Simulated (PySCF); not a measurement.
Broadened absorption spectrum of C7H8ClN

C7H8ClN.
SMILES: `CC/C=C\C(Cl)=C\C#N`

Computed, not measured: TDDFT PBE0/def2-SVPD, vertical, gas phase, core orbitals frozen in the response (PySCF 2.14.0, density-fitted response routines). The structure is a single GFN2-xTB conformer in the gas phase; no vibrational or solvent corrections. Torsions of this conformer, `[CH3:1][CH2:2]/[CH:3]=[CH:4]\[C:5]([Cl:6])=[CH:7]\[C:8]#[N:9]`: C1–C2–C3–C4 144°, C3–C4–C5–Cl6 -146°.

Broadening: Gaussians 0.25 eV wide at half height, area fixed by f = 4.319×10⁻⁹ ∫ε dν̃. The width is an assumption, not a result. The curve ends short of the highest state used, and states not computed would add to its high-energy end.

(E (eV), ε (L mol⁻¹ cm⁻¹)): (4.37, 86), (4.41, 302), (4.46, 1190), (4.51, 3757), (4.55, 8032), (4.60, 17006), (4.64, 26416), (4.69, 37520), (4.73, 42346), (4.78, 40347), (4.82, 33087), (4.87, 21148), (4.91, 12601), (4.96, 5403), (5.00, 2339), (5.05, 674), (5.10, 165), (5.14, 78), (5.19, 157), (5.23, 398), (5.28, 1087), (5.32, 2075), (5.37, 3812), (5.41, 5288), (5.46, 6528), (5.50, 6606), (5.55, 5563), (5.59, 4262), (5.64, 2805), (5.69, 1978), (5.73, 1714), (5.78, 1557), (5.82, 1377), (5.87, 1030), (5.91, 728), (5.96, 446)

(1) Locate the maxima and give the states behind the curve.

(2) On this curve, what absorbance would a 10⁻⁴ mol/L sample give at 248 nm over a 1 cm path?

## Answers

(1) 261 nm (4.74 eV), ε about 43000, made up of S1 (100%); 226 nm (5.48 eV), ε about 6700, made up of S2 (100%) (ε in L mol⁻¹ cm⁻¹; maxima over ε = 5, shares over 10%). The states used: S1 4.74 eV (f 0.396); S2 5.48 eV (f 0.062); S3 5.78 eV (f 0.013); S4 5.99 eV (f 0.0007); S5 6.30 eV (f 0.073); S6 6.56 eV (f 0.0025).

(2) 248 nm is 4.999 eV, where ε is about 2400 L mol⁻¹ cm⁻¹, so A = ε c l ≈ 0.24 (Beer–Lambert, with the gas-phase spectrum and the assumed width).

Hardware: Arm Neoverse V2, one thread, no GPU, shared host with 96 logical CPUs at a one-minute load of 62. Cost: 50 s wall (grids of density and orbitals included), 1.1 GiB resident at most.
